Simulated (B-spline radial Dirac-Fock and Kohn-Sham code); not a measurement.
## Cross section and asymmetry of the 5s subshell of Gd

System: the free gadolinium atom, [Xe] 4f7 5d1 6s2. The computed 5s threshold is 58.33 eV; without correlation, outer thresholds are uncertain by 1 to 2 eV. With an open shell the threshold is an average over the terms of the final ion.

The run's input, task.json:

```json
{"items": [{
  "Z": 64,
  "q": 0,
  "cfg": [[1, 0, 2], [2, 0, 2], [2, 1, 6], [3, 0, 2], [3, 1, 6], [3, 2, 10], [4, 0, 2], [4, 1, 6], [4, 2, 10], [4, 3, 7], [5, 0, 2], [5, 1, 6], [5, 2, 1], [6, 0, 2]],
  "A": 158,
  "rrms": 5.1569,
  "do": ["binding", "quiet", "photo", "scan"],
  "hv": [21.22, 40.81, 60, 80, 100, 150, 200, 300, 400, 600, 800, 1000, 1253.6, 1486.9, 2000, 2984.4, 4000, 5414.7, 6000, 8047.8, 9251.7, 12000, 15000, 17479.3, 22162.9, 30000, 40000, 59318.2, 80000, 100000, 150000, 200000]
}]}
```

Launch: `python xray_run.py task.json out`

These are calculated numbers from a radial finite-basis atomic code; the model is the independent-particle Dirac-Slater model, thresholds from Dirac-Fock. Interchannel coupling and autoionising resonances are not included, so magnitudes near threshold are approximate.

Question: How do σ and β run from threshold to 400 eV kinetic energy?

Answer: The cross section shows no minimum in this range. Its largest value, 0.110 Mb, lies 43 eV above threshold. β ranges from 0.06 (at 1.5 eV) to 1.94.

```
kinetic energy (eV)  σ (Mb)     β
                1.5  0.0645  0.06
                1.9  0.0649  0.11
                2.3  0.0655  0.18
                2.9  0.0662  0.25
                3.7  0.0673  0.34
                4.6  0.0686  0.44
                5.7  0.0705  0.56
                7.2  0.0729  0.69
                9.0  0.0760  0.84
               11.2  0.0800  0.99
               14.0  0.0849  1.14
               17.5  0.0908  1.28
               21.9  0.0958  1.40
               27.4   0.103  1.51
               34.2   0.108  1.61
               42.8   0.110  1.68
               53.5   0.109  1.74
               66.9   0.104  1.79
               83.7  0.0964  1.83
              104.7  0.0868  1.85
              130.9  0.0755  1.88
              163.6  0.0638  1.90
              204.6  0.0521  1.91
              255.8  0.0413  1.92
              319.9  0.0320  1.93
              400.0  0.0246  1.94
```
